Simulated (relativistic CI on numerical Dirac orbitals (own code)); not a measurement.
## Calculated levels, Ag¹⁵⁺

Calculated at this level of theory: Dirac-Coulomb-Breit CI, KLI orbitals optimised for each configuration, QED by a radiative potential, unscaled Slater integrals (own radial code, finite nucleus).

Configurations in the expansion (outside the closed core [Ar] 3d10): 4s²4p², 4s4p³, 4p⁴, 4s²4p4d, 4s4p²4d, 4s²4p4f, 4s4p²4f, 4p³4d, 4s4p4d², 4s²4p5s, 4s²4d4f, 4s²4d², 4s4d³, 4s4d²4f, 4p²4d², 4p4d³, 4p4d²4f, 4p4d²5s, 4s²4f², 4s4d4f², 4s4f³, 4p²4f², 4p4d4f², 4p4f³, 4p4f²5s, 4s²4d5s, 4s4d²5s, 4s4d4f5s. Double excitations out of closed p, d and f shells are left out; levels of such configurations are missing from the list, as are those of other unlisted configurations, and high levels can miss mixing partners.

The lowest level is 4s²4p² ³P0, with 83 % of that term; Hund's rules for 4s²4p² give ³P with J = 0, in agreement.

| No. | Configuration | Term | J | E (eV) | % | Next component (%) | Lifetime (s) |
| --- | --- | --- | --- | --- | --- | --- | --- |
| 1 | 4s²4p² | ³P | 0 | 0.000 | 83 | 15 ¹S |  |
| 2 | 4s²4p² | ³P | 1 | 5.235 | 98 | 1 4s4p²4d ³P | 8.74e-04 |
| 3 | 4s²4p² | ³P | 2 | 7.046 | 55 | 43 ¹D | 3.53e-02 |
| 4 | 4s²4p² | ¹D | 2 | 13.841 | 55 | 43 ³P | 2.77e-04 |
| 5 | 4s²4p² | ¹S | 0 | 18.815 | 82 | 15 ³P | 9.21e-05 |
| 6 | 4s4p³ | ⁵S° | 2 | 37.636 | 86 | 11 ³P° | 1.94e-09 |
| 7 | 4s4p³ | ³D° | 1 | 45.615 | 71 | 16 ³P° | 1.08e-10 |
| 8 | 4s4p³ | ³D° | 2 | 46.349 | 69 | 15 ³P° | 1.96e-10 |
| 9 | 4s4p³ | ³D° | 3 | 48.397 | 93 | 6 4s²4p4d ³D° | 2.47e-10 |
| 10 | 4s4p³ | ³P° | 0 | 52.752 | 94 | 5 4s²4p4d ³P° | 8.00e-11 |
| 11 | 4s4p³ | ³P° | 1 | 53.559 | 72 | 16 ³D° | 6.53e-11 |
| 12 | 4s4p³ | ³P° | 2 | 54.255 | 41 | 24 ¹D° | 6.75e-11 |
| 13 | 4s4p³ | ¹D° | 2 | 60.144 | 48 | 25 ³P° | 5.39e-11 |
| 14 | 4s4p³ | ³S° | 1 | 61.126 | 57 | 33 ¹P° | 9.59e-12 |
| 15 | 4s²4p4d | ³F° | 2 | 67.987 | 89 | 5 4s4p³ ¹D° | 8.33e-11 |
| 16 | 4s4p³ | ¹P° | 1 | 68.725 | 53 | 34 ³S° | 1.05e-11 |
| 17 | 4s²4p4d | ³F° | 3 | 70.748 | 91 | 4 ³D° | 9.73e-11 |
| 18 | 4s²4p4d | ³P° | 2 | 74.416 | 45 | 25 ¹D° | 7.99e-12 |
| 19 | 4s²4p4d | ³F° | 4 | 75.422 | 98 | 1 4p³4d ³F° | 5.36e-04 |
| 20 | 4s²4p4d | ³D° | 1 | 75.878 | 53 | 29 ³P° | 5.27e-12 |
| 21 | 4s²4p4d | ¹D° | 2 | 79.461 | 42 | 27 ³D° | 6.57e-12 |
| 22 | 4s²4p4d | ³P° | 0 | 80.359 | 93 | 5 4s4p³ ³P° | 7.44e-12 |
| 23 | 4s²4p4d | ³P° | 1 | 81.124 | 60 | 30 ³D° | 6.24e-12 |
| 24 | 4s²4p4d | ³D° | 3 | 81.411 | 79 | 7 ¹F° | 5.22e-12 |
| 25 | 4s²4p4d | ³D° | 2 | 82.018 | 48 | 36 ³P° | 6.16e-12 |
| 26 | 4s²4p4d | ¹F° | 3 | 87.348 | 87 | 9 ³D° | 4.56e-12 |
| 27 | 4s²4p4d | ¹P° | 1 | 88.554 | 82 | 7 ³D° | 6.52e-12 |
| 28 | 4p⁴ | ³P | 2 | 91.367 | 58 | 20 ¹D | 3.73e-11 |
| 29 | 4p⁴ | ³P | 0 | 95.779 | 55 | 25 ¹S | 2.94e-11 |
| 30 | 4p⁴ | ³P | 1 | 97.507 | 72 | 24 4s4p²4d ³P | 3.22e-11 |
| 31 | 4p⁴ | ¹D | 2 | 98.603 | 56 | 18 ³P | 4.88e-11 |
| 32 | 4s4p²4d | ⁵F | 1 | 99.795 | 85 | 7 ³D | 3.00e-10 |
| 33 | 4s4p²4d | ⁵F | 2 | 100.599 | 75 | 15 ⁵D | 2.43e-10 |
| 34 | 4s4p²4d | ⁵F | 3 | 102.111 | 67 | 25 ⁵D | 2.06e-10 |
| 35 | 4s4p²4d | ⁵D | 0 | 104.517 | 93 | 4 ³P | 3.93e-10 |
| 36 | 4s4p²4d | ⁵F | 4 | 104.709 | 78 | 19 ⁵D | 4.34e-09 |
| 37 | 4s4p²4d | ⁵D | 1 | 104.880 | 86 | 7 ⁵F | 1.58e-10 |
| 38 | 4s4p²4d | ⁵D | 2 | 105.165 | 64 | 18 ⁵F | 1.04e-10 |
| 39 | 4s4p²4d | ⁵D | 3 | 105.637 | 45 | 26 ⁵F | 9.24e-11 |
| 40 | 4s4p²4d | ⁵D | 4 | 106.962 | 56 | 26 ³F | 1.40e-09 |
| 41 | 4s4p²4d | ⁵F | 5 | 107.268 | 90 | 10 ³G | 2.82e-09 |
| 42 | 4s4p²4d | ³F | 2 | 108.038 | 84 | 5 ⁵D | 1.17e-10 |
| 43 | 4p⁴ | ¹S | 0 | 108.962 | 51 | 18 ³P | 3.74e-11 |
| 44 | 4s4p²4d | ³F | 3 | 110.147 | 69 | 11 ⁵P | 4.50e-11 |
| 45 | 4s4p²4d | ³P | 2 | 111.456 | 66 | 11 4p⁴ ³P | 1.18e-11 |

Energies count from the lowest computed level; ° marks odd parity; lifetimes are radiative, by E1, M1, E2, M2, E3 decay to levels of this space only.

The mean weight of the leading LS term, summed over parents, in these 45 levels is 71 %, and that of the leading jj configuration (from the same eigenvectors) 69 %.

At this charge energies of transitions that change n are usually good to better than 1 %, and those within a shell (Δn = 0) to a few per cent.

LS names give the leading component of a level, which can be under half, so a name can repeat, a term be missing and a line seem to break the LS rules.
